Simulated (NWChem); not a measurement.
System: AuNH$_{4}$; SMILES [AuH]<-[NH3]

Program: NWChem. Medium grid unless said otherwise, to which SCAN and Minnesota functionals are sensitive. All runs use the structure optimised with PBE0/def2-SVP. def2 effective core potentials on Au; no spin-orbit coupling. Total energies of different functionals are on different scales.

| level | energy (Ha) | highest occupied level (eV) | orbital gap (eV) | dipole (D) |
|---|---|---|---|---|
| B3LYP/def2-SVP | -192.9271 | -6.26 | 6.03 | 6.14 |
| PBE/def2-SVP | -192.8416 | -5.41 | 4.69 | 5.98 |
| BHandHLYP/def2-SVP | -192.6921 | -7.31 | 8.07 | 6.38 |
| SCAN/def2-SVP | -192.8877 | ? | ? | ? |
| M06-2X/def2-SVP | -192.7193 | -7.39 | 8.21 | 6.26 |
| HCTH/407/def2-SVP | -193.3461 | -5.50 | 4.57 | 5.95 |
| B3PW91/def2-SVP | -192.9519 | -6.26 | 6.32 | 6.17 |
| MPW1K/def2-SVP | -192.8755 | -7.15 | 7.85 | 6.34 |

Question: Fill in the missing entries.

Answer: 
- SCAN/def2-SVP, highest occupied level (eV): -5.70
- SCAN/def2-SVP, orbital gap (eV): 5.55
- SCAN/def2-SVP, dipole (D): 6.04
